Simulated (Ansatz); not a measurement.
The same path of F + F4Zr (6 atoms, charge 0, multiplicity 2) was run twice with different band settings. Made: Zr1–F6.

The calculation used UKS PBE/def2-SVP in Ansatz.

Relaxed end points:

```xyz
6
Properties=species:S:1:pos:R:3
Zr 0.000 0.000 -0.027
F 0.000 0.000 1.894
F 1.793 0.000 -0.670
F -0.896 1.553 -0.670
F -0.896 -1.553 -0.670
F 0.000 0.000 4.065
```

```xyz
6
Properties=species:S:1:pos:R:3
Zr -0.045 0.000 0.407
F 1.185 0.001 2.097
F 1.574 0.000 -0.610
F -0.957 1.564 -0.178
F -0.957 -1.564 -0.178
F -0.799 0.000 2.386
```

Common settings: movable images 7; climbing image yes; spring 5.0 eV/Å²; optimiser quadratic models (default); force threshold 0.03 eV/Å; iteration limit 60; end points relaxed.

| run | start path |
| --- | --- |
| 1 | through a guess of the saddle point |
| 2 | straight line |

(1) What does each run give, and how far can it be trusted?

## Answers

(1) Run 1: converged after 11 iterations, highest image 0.000 eV above the first end. The highest image is an end point: on this band no image between the ends rises above it. A vibrational analysis next to that end finds imaginary modes (40i, 40i cm⁻¹), so it isn't a minimum.
Run 2: converged after 7 iterations, highest image 0.000 eV above the first end. The highest image is an end point: on this band no image between the ends rises above it.
